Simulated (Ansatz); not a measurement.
C4H10AlNO, SMILES `CC#[N+][Al-]([CH3])([CH3])[OH]`, 17 atoms. Total charge 0; spin multiplicity 1. All runs use 4 threads of an Arm Neoverse V1 on a shared host. Correlated methods freeze the cores.

Q: Give the basis size and wall time and peak host memory of each of these runs in Ansatz. RHF-MP2/def2-QZVPP energy; RHF-CCSD(T)/def2-SVP energy; RKS PBE0-D4/def2-TZVPP energy; RHF-MP2/def2-TZVPP energy; RKS B3LYP-D4/def2-TZVPP energy and forces; RKS ωB97M-V/def2-SVP energy; RKS PBE0-D4/def2-TZVP relaxation (20 steps); RKS PBE0-D4/def2-SVP energy; RKS PBE-QIDH (frozen core)/def2-TZVPP energy; direct RPA on PBE orbitals/def2-TZVPP energy; RKS ωB97M-V/def2-TZVPP energy and forces; RKS ωB97M-V/def2-QZVPP energy. (An estimate is asked.)

A: The calculation gave: Other jobs shared the machine, so times are rough.

```json
{"level": "RKS PBE0-D4/def2-SVP", "job": "energy", "functions": "152", "wall time": "2.2 s", "peak host memory (GiB)": "0.75"}
{"level": "RKS PBE0-D4/def2-TZVPP", "job": "energy", "functions": "368", "wall time": "7 s", "peak host memory (GiB)": "1.2"}
{"level": "RKS ωB97M-V/def2-SVP", "job": "energy", "functions": "152", "wall time": "9 s", "peak host memory (GiB)": "0.75"}
{"level": "RHF-MP2/def2-TZVPP", "job": "energy", "functions": "368", "wall time": "9.5 s", "peak host memory (GiB)": "1.2"}
{"level": "RKS B3LYP-D4/def2-TZVPP", "job": "energy and forces", "functions": "368", "wall time": "12 s", "peak host memory (GiB)": "1.4"}
{"level": "RKS PBE-QIDH (frozen core)/def2-TZVPP", "job": "energy", "functions": "368", "wall time": "14 s", "peak host memory (GiB)": "1.3"}
{"level": "direct RPA on PBE orbitals/def2-TZVPP", "job": "energy", "functions": "368", "wall time": "19 s", "peak host memory (GiB)": "1.3"}
{"level": "RKS ωB97M-V/def2-TZVPP", "job": "energy and forces", "functions": "368", "wall time": "24 s", "peak host memory (GiB)": "1.8"}
{"level": "RHF-CCSD(T)/def2-SVP", "job": "energy", "functions": "152", "wall time": "35 s", "peak host memory (GiB)": "1.4"}
{"level": "RKS ωB97M-V/def2-QZVPP", "job": "energy", "functions": "712", "wall time": "44 s", "peak host memory (GiB)": "4"}
{"level": "RHF-MP2/def2-QZVPP", "job": "energy", "functions": "712", "wall time": "71 s", "peak host memory (GiB)": "6.9"}
{"level": "RKS PBE0-D4/def2-TZVP", "job": "relaxation (20 steps)", "functions": "283", "wall time": "2.4 min", "peak host memory (GiB)": "1"}
```

B3LYP here is the variant with VWN-RPA as its local correlation; programs differ in this.
